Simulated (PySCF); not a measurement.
**Two-photon absorption: SMILES N#CCCCCCl, C5H8ClN**

Geometry (Å), atoms numbered from 1 in this order:
```xyz
15

N     2.291    1.196    1.070
C     1.906    0.208    0.607
C     1.384   -1.015    0.005
C     0.117   -0.780   -0.818
C    -1.049   -0.263    0.010
C    -2.310   -0.020   -0.790
Cl   -2.945   -1.529   -1.522
H     2.177   -1.453   -0.622
H     1.190   -1.738    0.815
H    -0.167   -1.730   -1.296
H     0.338   -0.071   -1.634
H    -1.273   -0.971    0.826
H    -0.773    0.692    0.491
H    -2.135    0.682   -1.619
H    -3.112    0.383   -0.158
```

Computed, not measured: PySCF, TDDFT CAM-B3LYP/aug-cc-pVDZ excited states, vertical, gas phase. Geometry: PBE0-D3(BJ)/def2-SVP.

Q: How strongly do the lowest singlets absorb one photon, and two photons of half the energy?

A: δ for parallel linear polarisation; σ at the peak of a Lorentzian of half width 0.1 eV, single beam; Ω is circular over linear.
| state | E (eV) | f | photon λ (nm) | δ (au) | σ (GM) | Ω | main |
| --- | --- | --- | --- | --- | --- | --- | --- |
| S1 | 7.31 | 0.004 | 339 | 1.3 | 0.03 | 1.12 | HOMO→LUMO+6 0.32, HOMO→LUMO+1 0.24 |
| S2 | 7.43 | 0.006 | 334 | 8.49 | 0.17 | 0.52 | HOMO−1→LUMO+6 0.33, HOMO−1→LUMO+1 0.24 |
| S3 | 7.60 | 0.001 | 326 | 1.22 | 0.03 | 1.49 | HOMO−2→LUMO+9 0.21, HOMO−2→LUMO+10 0.12 |
| S4 | 7.66 | 0.014 | 324 | 26.7 | 0.57 | 1.44 | HOMO→LUMO 0.40, HOMO→LUMO+3 0.24 |
| S5 | 7.79 | 0.036 | 318 | 36.5 | 0.81 | 0.69 | HOMO−1→LUMO 0.45, HOMO−1→LUMO+3 0.25 |
| S6 | 7.93 | 0.006 | 313 | 1.48 | 0.03 | 0.12 | HOMO−3→LUMO+9 0.27, HOMO−2→LUMO+8 0.13 |

Among these, the strongest one-photon state is S5, the strongest two-photon state S5, with a dipole change of 1.3 D (relaxed, norm of the difference vector).
